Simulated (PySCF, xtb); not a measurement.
ClRb, SMILES [Cl][Rb] (connectivity only; charge and spin as stated), charge +1, multiplicity 2.

Harmonic wavenumbers (cm⁻¹) from GFN2-xTB (xtb 6.7.1) at its own minimum, in rising order: 75.

### Question
What does PySCF with B3LYP-D3(BJ)/def2-TZVPD give at its own minimum? (Estimate from the structure and the level; the computed values follow.)

### Answer
66. Paired by order, the mean absolute difference is 9 cm⁻¹ and the zero-point energies are 0.1 and 0.1 kcal/mol.
